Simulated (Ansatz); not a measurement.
Cost and result for the atomization energy of CH$_{6}$GeOS (`C[O][GeH2][SH]`) (10 atoms, 9 bonds).

```xyz
10

C     0.7060   -0.1727   -1.4163
O     0.1940   -0.9605   -0.3661
Ge   -0.9325   -0.2209    0.7869
S     0.0056    1.5068    1.8176
H    -0.0882    0.1894   -2.0824
H     1.3850   -0.7962   -2.0020
H     1.2650    0.6934   -1.0427
H    -2.1400    0.3707    0.0398
H    -1.2657   -1.3550    1.7580
H     0.8708    0.7450    2.5072
```

The species carries charge 0 and has multiplicity 1. Correlated methods include outer-core shells of Ge, which these sets cover unevenly. Scalar relativity is left out up to krypton. The structure was optimised at the PBE0-D4/def2-TZVP level. It is one conformer, not always the lowest. Program: Ansatz. Hardware: A = 2 threads of an AMD EPYC 7R13 on a shared host; B = 2 threads of an AMD EPYC 7R13 on a shared host and a share of an NVIDIA H100 80 GB. Times are those of one run each, without the atoms' runs, and a repeat can differ threefold. Electronic energies, without spin–orbit coupling; frozen cores. CCSD(T)/CBS adds CCSD(T) − MP2 in def2-TZVPP to the MP2 limit, and its time is that of the two runs behind it. T1 = 0.012. With those shells the extrapolation isn't a true limit. B3LYP takes the VWN-RPA correlation (the form of Gaussian; ORCA's B3LYP/G).

CCSD(T)/CBS is a level of theory with its own doubt, some kJ/mol a heavy atom from the limit and from the frozen cores, so smaller differences don't rank the functionals.

```json
{"level": "MP2/def2-QZVPP [B]", "functions": "453", "wall time": "3.1 s", "atomization (kcal/mol)": "785.4", "difference from CCSD(T)/CBS": "-1.3", "per bond": "-0.1"}
{"level": "CCSD(T)/def2-TZVPP [B]", "functions": "236", "wall time": "3.4 s", "atomization (kcal/mol)": "767.9", "difference from CCSD(T)/CBS": "-18.8", "per bond": "-2.1"}
{"level": "PBE-D4/def2-TZVPP (with forces) [A]", "functions": "236", "wall time": "3.8 s", "atomization (kcal/mol)": "792.2", "difference from CCSD(T)/CBS": "5.5", "per bond": "0.6"}
{"level": "PBE0-D4/def2-TZVPP [A]", "functions": "236", "wall time": "4.9 s", "atomization (kcal/mol)": "779.3", "difference from CCSD(T)/CBS": "-7.4", "per bond": "-0.8"}
{"level": "CCSD(T)/CBS(def2)", "functions": "–", "wall time": "6.5 s", "atomization (kcal/mol)": "786.7", "difference from CCSD(T)/CBS": "0.0", "per bond": "0.0"}
{"level": "r2SCAN-D4/def2-TZVPP (with forces) [A]", "functions": "236", "wall time": "6.5 s", "atomization (kcal/mol)": "786.1", "difference from CCSD(T)/CBS": "-0.6", "per bond": "-0.1"}
{"level": "B3LYP-D4/def2-TZVPP (with forces) [A]", "functions": "236", "wall time": "7.5 s", "atomization (kcal/mol)": "780.2", "difference from CCSD(T)/CBS": "-6.5", "per bond": "-0.7"}
{"level": "B2PLYP/def2-TZVPP [A]", "functions": "236", "wall time": "8.5 s", "atomization (kcal/mol)": "773.0", "difference from CCSD(T)/CBS": "-13.7", "per bond": "-1.5"}
{"level": "ωB97X-V/def2-TZVPP [A]", "functions": "236", "wall time": "11 s", "atomization (kcal/mol)": "788.5", "difference from CCSD(T)/CBS": "1.8", "per bond": "0.2"}
{"level": "ωB97M-V/def2-TZVPP (with forces) [A]", "functions": "236", "wall time": "15 s", "atomization (kcal/mol)": "784.2", "difference from CCSD(T)/CBS": "-2.5", "per bond": "-0.3"}
```

From PBE to PBE0 (25 % exact exchange), in def2-TZVPP and without D4, the atomization energy moves by −12.2 kcal/mol: exact exchange takes away binding that semilocal exchange gives to molecules. In def2-TZVPP, CCSD(T) changes the Hartree–Fock value by +209.9 kcal/mol (the triples alone add +11.8 kcal/mol) and MP2 by +216.4 kcal/mol; breaking electron pairs costs correlation energy, which Hartree–Fock lacks. The D4 term adds +7.8 kcal/mol with B3LYP and +4.1 kcal/mol with PBE0; it sums over pairs of atoms, weighted by their polarisabilities, and B3LYP, whose exchange is more repulsive, gets the larger term.
